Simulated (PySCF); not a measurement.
F₂O₂Re, neutral, multiplicity 2. Atoms are numbered in the order given.

```xyz
5

Re     0.0000     0.0000    -0.0909
O      0.0000     1.4173    -1.0189
O      0.0000    -1.4173    -1.0189
F     -1.2772     0.0000     1.2845
F      1.2772     0.0000     1.2845
```
Charge 0, spin multiplicity 2.

Geometry: B3LYP-D3(BJ)/def2-SVP. The spin state was assumed, not searched. The def2 effective core potentials stand for the cores of Re; spin–orbit coupling is left out.

These are PySCF with PBE/def2-TZVP values and carry that method's errors.

ESP charges are fitted to the potential on shells at 1.4 to 2.0 van der Waals radii. Atomic charges (e):

```csv
atom,ESP fit,Löwdin,Mulliken,Mulliken spin
Re1,1.15,0.84,___,0.88
O2,-0.33,-0.22,___,0.00
O3,-0.33,-0.22,___,0.00
F4,-0.25,-0.20,___,0.06
F5,-0.25,-0.20,___,0.06
```

Task: Some entries are withheld; supply them. (The exact figures need the calculation; the answer reports its results.)

Result: 
- Re1, Mulliken: 1.37
- O2, Mulliken: -0.37
- O3, Mulliken: -0.37
- F4, Mulliken: -0.31
- F5, Mulliken: -0.31
